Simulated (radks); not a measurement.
Spherical quantum dot in the effective-mass picture: electrons in a well V = -V0 / (1 + exp((r - R)/a)) with V0 = 29.1, R = 1.86, a = 0.12, all in effective atomic units (hartree* = m*/eps^2 hartree, bohr* = eps/m* bohr), one dielectric constant everywhere. Calculated with a radial shooting solver with Libxc functionals: non-relativistic Kohn-Sham, PBE, spin-polarised, spherical densities. Levels are named by radial order and angular momentum (1s, 1p, 1d, 2s, ...), and open shells are averaged over m. Results are scaled to m* = 0.14 and eps = 9.9, for which hartree* = 38.87 meV and bohr* = 3.742 nm.

N = 16, configuration 1s2 1p6 1d(up 5, down 3). This is the lowest configuration that the search found. Occupied and some empty levels:

level    occupation  eigenvalue (meV)  <r> (nm)
1s up             1           -620.37     4.094
1s down           1           -618.20     4.081
1p up             3           -579.17     4.523
1p down           3           -576.69     4.518
1d up             5           -518.79     4.829
1d down           3           -516.15     4.827
2s up             0           -454.48     3.487
2s down           0           -453.33     3.490
1f up             0           -442.46     5.072
1f down           0           -439.75     5.072
2p up             0           -357.54     4.000
2p down           0           -355.98     4.000

Energy (meV): total -12361.1, kinetic 1872.2, external -17409, Hartree 3658.4, exchange-correlation -482.32.

Electron density:

r (nm)  n(r) (e/nm^3)
0.667        0.003983
1.38         0.005925
2.10         0.009682
2.82          0.01505
3.53          0.02039
4.25          0.02254
4.96          0.01877
5.68          0.01023
6.40         0.003054
7.11        0.0004499
7.83       0.00003922
8.54        2.927e-06
9.26        2.130e-07
